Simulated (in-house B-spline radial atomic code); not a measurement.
The numbers below are computed, except where a source is named.
**the tin ion Sn³⁺ at several levels of theory**

Ground configuration [Kr] 4d10 5s1. All numbers come from a B-spline radial code for spherical atoms, all electrons, at the radial basis limit. Mean-field, RPA, GW and linear-response runs are scalar-relativistic (one-electron X2C), no spin-orbit coupling, without Breit or QED terms, open shells spin-polarised at highest spin; the many-body runs on Dirac-Hartree-Fock orbitals are four-component, and their energies hold both.

RPA overbinds a lone outer s electron by self-correlation, and G0W0 tends to as well.

**Ionisation energy.** The reference is 40.74 ± 0.04 eV (NIST, measured).

```json
{"method": "minus the highest LDA VWN5 level", "value (eV)": "36.91", "minus reference (eV)": "-3.83"}
{"method": "LDA VWN5, difference of total energies", "value (eV)": "41.82", "minus reference (eV)": "+1.08"}
{"method": "minus the highest PBE level", "value (eV)": "36.47", "minus reference (eV)": "-4.27"}
{"method": "PBE, difference of total energies", "value (eV)": "41.39", "minus reference (eV)": "+0.65"}
{"method": "G0W0 on PBE", "value (eV)": "41.56", "minus reference (eV)": "+0.82"}
{"method": "exact exchange + RPA on PBE", "value (eV)": "41.39", "minus reference (eV)": "+0.65"}
{"method": "exact exchange + RPA + SOSEX on PBE", "value (eV)": "40.65", "minus reference (eV)": "-0.09"}
{"method": "minus the highest r2SCAN level", "value (eV)": "36.65", "minus reference (eV)": "-4.09"}
{"method": "r2SCAN, difference of total energies", "value (eV)": "40.94", "minus reference (eV)": "+0.20"}
{"method": "minus the highest PBE0 level", "value (eV)": "37.40", "minus reference (eV)": "-3.34"}
{"method": "PBE0, difference of total energies", "value (eV)": "41.00", "minus reference (eV)": "+0.26"}
{"method": "G0W0 on PBE0", "value (eV)": "41.42", "minus reference (eV)": "+0.68"}
{"method": "minus the highest B3LYP (VWN-RPA) level", "value (eV)": "37.45", "minus reference (eV)": "-3.29"}
{"method": "B3LYP (VWN-RPA), difference of total energies", "value (eV)": "41.44", "minus reference (eV)": "+0.70"}
{"method": "minus the highest CAM-B3LYP level", "value (eV)": "39.01", "minus reference (eV)": "-1.73"}
{"method": "minus the highest LC-wPBE level", "value (eV)": "40.13", "minus reference (eV)": "-0.61"}
{"method": "minus the highest Hartree-Fock level", "value (eV)": "39.44", "minus reference (eV)": "-1.30"}
{"method": "Hartree-Fock, difference of total energies", "value (eV)": "39.29", "minus reference (eV)": "-1.45"}
{"method": "G0W0 on Hartree-Fock", "value (eV)": "41.10", "minus reference (eV)": "+0.36"}
{"method": "MP2, difference of total energies", "value (eV)": "41.04", "minus reference (eV)": "+0.30"}
{"method": "Brueckner orbital with screened correlation (5s1/2)", "value (eV)": "40.75", "minus reference (eV)": "+0.01"}
```

(1) Which methods come closest, and which lies farthest off?

Run times on one thread of shared hosts: mean field, RPA, SOSEX and G0W0 on PBE, for the atom and its ion, 9.3 s (Arm Neoverse V1); Brueckner orbitals with all properties, 310 s (Arm Neoverse N1).

## Answers

(1) Closest: Brueckner orbital with screened correlation (5s1/2) (+0.01 eV) and exact exchange + RPA + SOSEX on PBE (-0.09 eV). Farthest: minus the highest PBE level (-4.27 eV). The PBE level misses by -4.3 eV while the PBE energy difference misses by +0.65 eV: the semilocal potential lacks the −1/r tail and the energy is convex in the electron number, but total energies at whole numbers are far better.
